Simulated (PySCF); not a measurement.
C₁₀H₇FS, SMILES c1c(F)cc(cc1)-c1cccs1, GFN2-xTB optimised geometry.

```
19

F     -1.88     3.39     0.00
C     -1.86     2.03     0.00
C     -3.06     1.35     0.00
C     -3.02    -0.04     0.00
C     -1.81    -0.70     0.00
C     -0.60     0.00     0.00
C      0.67    -0.71     0.00
C      1.94    -0.20     0.00
C      2.94    -1.19     0.00
C      2.43    -2.45     0.00
S      0.71    -2.45     0.00
C     -0.64     1.39     0.00
H     -3.99     1.89     0.00
H     -3.94    -0.60     0.00
H     -1.79    -1.78     0.00
H      2.16     0.85     0.00
H      3.99    -0.98     0.00
H      2.95    -3.39     0.00
H      0.26     1.98     0.00
```

Density from PySCF with PBE0/def2-SVP at that geometry.

Minimum of the electron density along straight lines between bonded atoms, close to the bond critical point (lines longer than 1.1 times the sum of covalent radii, or with two minima, are not listed):

```json
[
 {"bond": "F1–C2", "length / Å": "1.351", "ρ at the minimum / e bohr⁻³": "0.252", "∇²ρ there / e bohr⁻⁵": "0.10", "position (fraction from the first atom)": "0.67"},
 {"bond": "C2–C3", "length / Å": "1.383", "ρ at the minimum / e bohr⁻³": "0.317", "∇²ρ there / e bohr⁻⁵": "-0.84", "position (fraction from the first atom)": "0.52"},
 {"bond": "C3–C4", "length / Å": "1.385", "ρ at the minimum / e bohr⁻³": "0.310", "∇²ρ there / e bohr⁻⁵": "-0.79", "position (fraction from the first atom)": "0.50"},
 {"bond": "C4–C5", "length / Å": "1.381", "ρ at the minimum / e bohr⁻³": "0.313", "∇²ρ there / e bohr⁻⁵": "-0.80", "position (fraction from the first atom)": "0.50"},
 {"bond": "C5–C6", "length / Å": "1.398", "ρ at the minimum / e bohr⁻³": "0.305", "∇²ρ there / e bohr⁻⁵": "-0.76", "position (fraction from the first atom)": "0.49"},
 {"bond": "C6–C7", "length / Å": "1.448", "ρ at the minimum / e bohr⁻³": "0.278", "∇²ρ there / e bohr⁻⁵": "-0.68", "position (fraction from the first atom)": "0.49"},
 {"bond": "C7–C8", "length / Å": "1.370", "ρ at the minimum / e bohr⁻³": "0.317", "∇²ρ there / e bohr⁻⁵": "-0.79", "position (fraction from the first atom)": "0.51"},
 {"bond": "C8–C9", "length / Å": "1.408", "ρ at the minimum / e bohr⁻³": "0.298", "∇²ρ there / e bohr⁻⁵": "-0.74", "position (fraction from the first atom)": "0.50"},
 {"bond": "C9–C10", "length / Å": "1.358", "ρ at the minimum / e bohr⁻³": "0.323", "∇²ρ there / e bohr⁻⁵": "-0.82", "position (fraction from the first atom)": "0.49"},
 {"bond": "C7–S11", "length / Å": "1.742", "ρ at the minimum / e bohr⁻³": "0.208", "∇²ρ there / e bohr⁻⁵": "-0.42", "position (fraction from the first atom)": "0.47"},
 {"bond": "C10–S11", "length / Å": "1.714", "ρ at the minimum / e bohr⁻³": "0.218", "∇²ρ there / e bohr⁻⁵": "-0.48", "position (fraction from the first atom)": "0.47"},
 {"bond": "C2–C12", "length / Å": "1.379", "ρ at the minimum / e bohr⁻³": "0.319", "∇²ρ there / e bohr⁻⁵": "-0.84", "position (fraction from the first atom)": "0.52"},
 {"bond": "C6–C12", "length / Å": "1.397", "ρ at the minimum / e bohr⁻³": "0.303", "∇²ρ there / e bohr⁻⁵": "-0.75", "position (fraction from the first atom)": "0.50"},
 {"bond": "C3–H13", "length / Å": "1.078", "ρ at the minimum / e bohr⁻³": "0.283", "∇²ρ there / e bohr⁻⁵": "-1.09", "position (fraction from the first atom)": "0.64"},
 {"bond": "C4–H14", "length / Å": "1.079", "ρ at the minimum / e bohr⁻³": "0.284", "∇²ρ there / e bohr⁻⁵": "-1.09", "position (fraction from the first atom)": "0.63"},
 {"bond": "C5–H15", "length / Å": "1.080", "ρ at the minimum / e bohr⁻³": "0.283", "∇²ρ there / e bohr⁻⁵": "-1.07", "position (fraction from the first atom)": "0.63"},
 {"bond": "C8–H16", "length / Å": "1.075", "ρ at the minimum / e bohr⁻³": "0.284", "∇²ρ there / e bohr⁻⁵": "-1.09", "position (fraction from the first atom)": "0.63"},
 {"bond": "C9–H17", "length / Å": "1.075", "ρ at the minimum / e bohr⁻³": "0.284", "∇²ρ there / e bohr⁻⁵": "-1.10", "position (fraction from the first atom)": "0.63"},
 {"bond": "C10–H18", "length / Å": "1.072", "ρ at the minimum / e bohr⁻³": "0.286", "∇²ρ there / e bohr⁻⁵": "-1.12", "position (fraction from the first atom)": "0.64"},
 {"bond": "C12–H19", "length / Å": "1.077", "ρ at the minimum / e bohr⁻³": "0.284", "∇²ρ there / e bohr⁻⁵": "-1.09", "position (fraction from the first atom)": "0.63"}
]
```
